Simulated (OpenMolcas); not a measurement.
## 3d6 ions of rising charge with 6 fluoride ligands in octahedral coordination

| Property | Result |
| --- | --- |
| Program | OpenMolcas 26.06 |
| Method | CASSCF |
| Spin-orbit coupling | RASSI with atomic mean-field integrals over the reference wave functions |

The d shell is active. Anionic complexes are neutralised by point charges behind the ligands. Distances were set from a Shannon-type radius of the metal (high-spin where two are listed) plus a fixed donor radius (F 1.31 Å). Ligand basis ANO-RCC-VDZP, DKH2 Hamiltonian. States (labels of O, the rotations of Oh). Energies in cm-1 above the lowest state or level, χT in cm3 K/mol; under a threefold ground state the first gap can be a small split of the lowest multiplet, not the spin-orbit step; 10Dq and B are least-squares fits to the states below 45000 cm-1, weighted by degeneracy, with a free offset, and given where the rms deviation is under 5 % of |10Dq| (or 100 cm-1) and under 700 cm-1. Spin-only χT is S(S+1) / 2 for the spin of the ground state.

```json
{"Ion": "Fe2+", "Shell": "3d6", "R (Å)": "2.09", "Metal basis": "ANO-RCC-VDZP", "Outer charge (e at Å behind ligand)": "0.67 at 2.8", "Ground state": "5T2", "First state of that spin": "5E 6592", "10Dq": "", "B (rms of fit)": "", "First gap with spin-orbit (degeneracies)": "192.0 (3, 2)", "χT at 300 K": "4.124", "First state of another spin": "3T1 18205", "Spin-only χT": "3.000"}
{"Ion": "Co3+", "Shell": "3d6", "R (Å)": "1.92", "Metal basis": "ANO-RCC-VTZP", "Outer charge (e at Å behind ligand)": "0.5 at 2.8", "Ground state": "5T2", "First state of that spin": "5E 9894", "10Dq": "10334", "B (rms of fit)": "1237 (180)", "First gap with spin-orbit (degeneracies)": "270.9 (3, 2)", "χT at 300 K": "4.182", "First state of another spin": "3T1 16090", "Spin-only χT": "3.000"}
{"Ion": "Ni4+", "Shell": "3d6", "R (Å)": "1.79", "Metal basis": "ANO-RCC-VTZP", "Outer charge (e at Å behind ligand)": "0.33 at 2.8", "Ground state": "5T2", "First state of that spin": "5E 18676", "10Dq": "", "B (rms of fit)": "", "First gap with spin-orbit (degeneracies)": "318.1 (3, 2)", "χT at 300 K": "4.094", "First state of another spin": "1A1 3697", "Spin-only χT": "3.000"}
```

The rows also differ in their metal basis and outer charges, so part of each step comes from that.

Every ion keeps the highest spin of its shell. χT departs most from the spin-only value for Co3+, by +1.182 cm3 K/mol.

An orbital triplet at a regular site is open to Jahn-Teller coupling, which can distort the site and quench the lowest spin-orbit gaps and is left out. Without dynamic correlation the repulsion within the d shell is too large (B by tens of per cent), so at a given field states of lower spin stand too high. Ligand-to-metal charge-transfer states are missing. With no ligand orbital active B as a rule stays too high, so bands that hang on it stand too high and its fall with covalency is understated. With metal d orbitals alone and no dynamic correlation the field as a rule comes out too small, by tens of per cent, by up to half for chloride and softer ligands, and with too little covalency χT stands high. CASSCF with metal d orbitals alone favours high spin, so a ground state of lower spin is not ruled out (holds for Co3+). This shell can be high or low spin here, a state of another spin lies low, and with metal d orbitals alone active their balance is uncertain, so the ground spin may be wrong (holds for Ni4+). The least metal-like active orbital is 70 % on the metal (Löwdin) and no ligand orbital is active, so the numbers are rough (holds for Ni4+). No measured value stands beside these numbers; the geometry was imposed, not optimised, and the real ion may take another.
